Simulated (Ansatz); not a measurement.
`OB([SiH3])CF` + `CS[Si](F)(Cl)Cl` → `CSB(O)CF` + `F[Si]([SiH3])(Cl)Cl`  (redistribution)

Isolated molecules relaxed with PBE0-D4/def2-TZVP in Ansatz; ΔE leaves out vibrations. CCSD(T)/CBS is the MP2 limit (def2-TZVPP, def2-QZVPP) plus CCSD(T) − MP2 in def2-TZVPP, frozen cores. Functionals use def2-TZVPP. B3LYP here is the variant with VWN-RPA as its local correlation; programs differ in this. One conformer a species, not always the lowest.

```
             level  ΔE (kcal/mol)  difference from CCSD(T)/CBS
         r2SCAN-D4           -6.4                         -0.9
           PBE0-D4           -6.3                         -0.8
          B3LYP-D4           -5.8                         -0.3
           ωB97M-V           -4.7                          0.8
            B2PLYP           -6.0                         -0.5
            r2SCAN           -6.4                         -0.9
             B3LYP           -6.4                         -0.9
     HF/def2-TZVPP           -5.5                          0.0
    MP2/def2-TZVPP           -5.5                          0.0
SCS-MP2/def2-TZVPP           -5.4                          0.1
   CCSD/def2-TZVPP           -5.7                         -0.2
CCSD(T)/def2-TZVPP           -5.8                         -0.3
     HF/def2-QZVPP           -5.5                          0.0
    MP2/def2-QZVPP           -5.3                          0.2
SCS-MP2/def2-QZVPP           -5.3                          0.2
     MP2/CBS(def2)           -5.2                          0.3
       CCSD(T)/CBS           -5.5                            0
```

Largest T1 diagnostic among the species: 0.013.
